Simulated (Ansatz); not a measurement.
Reaction (formal loss of a carbene): `FCC[SiH3]` → `FC[SiH3]` + `[CH2]` (triplet)

Isolated molecules relaxed with PBE0-D4/def2-TZVP in Ansatz; ΔE leaves out vibrations. CCSD(T)/CBS is the MP2 limit (def2-TZVPP, def2-QZVPP) plus CCSD(T) − MP2 in def2-TZVPP, frozen cores. This one scheme is used for every species. Functionals use def2-TZVPP. B3LYP here is the variant with VWN-RPA as its local correlation; programs differ in this. HSE06 is defined as in plane-wave codes. Triplets are unrestricted, without spin–orbit coupling. Each species was taken in one conformer, which may not be the lowest.

**Question.** Is it downhill or uphill in electronic energy at CCSD(T)/CBS, and by how much? (Best estimate.)

**Answer.** Computed: Uphill: ΔE = +4.80 eV.

**Question.** What do these levels give: B3LYP-D4, HSE06-D4, BHLYP-D4, revPBE, BLYP, r2SCAN, PBE0, CAM-B3LYP, LC-ωPBE, CCSD/def2-SVP, CCSD(T)/def2-TZVPP, SCS-MP2/def2-QZVPP? (Estimate.)

**Answer.** The calculation gave: B3LYP-D4 4.69, HSE06-D4 4.77, BHLYP-D4 4.60, revPBE 4.48, BLYP 4.52, r2SCAN 4.55, PBE0 4.71, CAM-B3LYP 4.70, LC-ωPBE 4.68, CCSD/def2-SVP 4.59, CCSD(T)/def2-TZVPP 4.70, SCS-MP2/def2-QZVPP 4.91 eV.

**Question.** What do rigid-rotor, harmonic-oscillator terms from PBE0-D4/def2-TZVP frequencies (298.15 K, 1 bar) make of the CCSD(T)/CBS value? (An estimate is asked.)

**Answer.** Ansatz gave: ΔZPE = -0.32 eV, ΔH = +4.56 eV, ΔS = 164 J/(mol·K), ΔG = +4.05 eV. Open shells count their whole term as degenerate.

Largest T1 diagnostic among the species: 0.011.

The D4 term adds +0.11 eV with B3LYP and +0.06 eV with PBE0; it sums over pairs of atoms, weighted by their polarisabilities, and B3LYP, whose exchange is more repulsive, gets the larger term. In def2-TZVPP, CCSD(T) changes the Hartree–Fock value by +1.41 eV (the triples alone add +0.11 eV) and MP2 by +1.56 eV. From PBE to PBE0 (25 % exact exchange), in def2-TZVPP and without D4, ΔE moves by −0.05 eV.
